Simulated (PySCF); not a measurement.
C₄H₄FNSe.
Geometry (PBE0-D3(BJ)/def2-SVP, Å), atoms numbered from 1 in this order:
```
atom  x, y, z in Å
F1    -2.155    0.015   -0.926
C2    -1.529   -0.164    0.286
C3    -0.048   -0.007    0.157
C4     0.825   -1.053   -0.295
N5     2.101   -0.822   -0.421
Se6    2.430    0.894    0.042
C7     0.641    1.154    0.394
H8    -1.775   -1.175    0.651
H9    -1.935    0.571    1.000
H10    0.459   -2.058   -0.540
H11    0.226    2.102    0.738
```

Linear response at PBE0/def2-SVPD (PySCF, frozen core in the response, non-relativistic). Relativistic effects, spin–orbit coupling among them, are left out although an element past zinc is present.

Static isotropic polarisability: 77.61 au (11.50 Å³), principal values 53.9, 76.4, 102.5 au.

(1) What is the polarisability at 1064 nm and at the sodium D line?

(2) What is the isotropic C6 coefficient between two such molecules, C6 = (3/π)∫α(iω)² dω?

(3) Which effective excitation energy ω̄ makes London's formula C6 = (3/4)α²ω̄ exact here?

(4) The lowest 6 singlets have (eV, f): 5.15, 0.126; 5.20, 0.000; 5.26, 0.001; 5.98, 0.023; 6.04, 0.002; 6.35, 0.066. What share of the static polarisability do they carry in the sum over states α = Σ f/ω²?

(5) What molar refraction at the D line follows from R = (4π/3)·N_A·α′, with α′ the polarisability volume?

(6) How anisotropic is the static polarisability, by Δα² = ½[(α1 − α2)² + (α2 − α3)² + (α3 − α1)²]?

Results:

(1) 78.50 au at 1064 nm (+1.1 %), 80.68 au at 589.3 nm (+4.0 %). The rise at 589.3 nm is 3.45 times that at 1064 nm; a pure ω² law gives 3.26. The lowest singlet lies at 241 nm, shorter than both wavelengths.

(2) 2315 au (Eh·bohr⁶) by a ten-point quadrature over imaginary frequencies, which is 1380 eV·Å⁶ or 133 J·nm⁶/mol.

(3) ω̄ = 4·C6/(3α²) = 0.512 Eh = 13.9 eV. A one-pole form α(ω) = α/(1 − ω²/ω̄²) fitted to the 1064 nm value gives 11.0 eV.

(4) 5.29 au, 6.8 % of α; the largest term, 3.52 au, is that of the state at 5.15 eV. Their oscillator strengths add up to 0.22. Higher states carry the rest.

(5) α′ = 11.96 Å³ gives R = 30.16 cm³/mol, for isolated, non-vibrating species.

(6) Δα = 42.1 au, or 0.54 of the isotropic value.

One conformer stands for the species.
